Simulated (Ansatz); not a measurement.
`C[Si](N)(O)Br`, charge 0, multiplicity 1.

Question: Give a relaxed structure at PBE0-D4/def2-TZVP (Ansatz 0.2.0). (An estimate is asked.)

Answer: Computed: 
Cartesian coordinates in Å:
```
C -1.346 0.512 0.428
Si 0.195 -0.258 -0.241
N 1.547 0.313 0.607
O 0.484 0.042 -1.824
Br -0.097 -2.499 -0.110
H -1.459 0.298 1.493
H -2.225 0.120 -0.087
H -1.311 1.595 0.290
H 2.476 0.104 0.277
H 1.521 0.414 1.608
H 0.216 -0.641 -2.440
```
This is one stationary point; other conformers may exist.
